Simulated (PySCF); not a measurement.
OTi, triplet, geometry from GFN2-xTB (such geometries of metal compounds can be far from the true shape). Base run: B3LYP/6-31G* (PySCF).

Here is a job for PySCF.
```python
from pyscf import gto, scf, dft

mol = gto.Mole()
mol.atom = '''
    Ti   -0.00000000   -0.00000000   -0.44737439
    O     0.00000000    0.00000000    1.23027959
'''
mol.basis = '6-31g*'
mol.spin = 2
mol.verbose = 4
mol.build()

mf = dft.UKS(mol)
mf.xc = 'b3lyp'
mf.kernel()
```

The base run was repeated with changes; each row names its change, and settings that it needs were set with it.

```tsv
change	ΔE vs base (mEh)	fitting functions	dipole (D)	outcome
base	0.000	-	3.43	converged
auxbasis = def2-universal-jfit	755.2	138	3.42	converged
auxbasis = even-tempered beta=2.0	-0.024	470	3.43	converged
only_dfj = on; auxbasis = def2-universal-jfit	-0.073	138	3.43	converged
auxbasis = autoaux	-0.013	472	3.43	converged
auxbasis = cc-pvtz-jkfit	-	-	-	input refused
auxbasis = cc-pvdz-jkfit	-	-	-	input refused
auxbasis = def2-universal-jkfit	-0.009	341	3.43	converged
exchange = seminumerical (SGX) (with mf = sgx.sgx_fit(mf, auxbasis='def2-universal-jfit'); with mf.with_df.dfj = True)	-0.077	138	3.43	converged
auxbasis = def2-tzvp-ri	-9484.6	258	3.47	converged
```

A fitting set is made for a task (jfit for Coulomb, jkfit for Coulomb and exchange, ri for correlation) and for a family of orbital bases.

Open shells are given as the SCF converged; they aren't shown to be the lowest states, and a large step between rows can be another state.

- auxbasis = cc-pvtz-jkfit: ended with `pyscf.lib.exceptions.BasisNotFoundError: Basis set not found for Ti in cc-pvtz-jkfit`
- auxbasis = cc-pvdz-jkfit: ended with `pyscf.lib.exceptions.BasisNotFoundError: Basis set not found for Ti in cc-pvdz-jkfit`
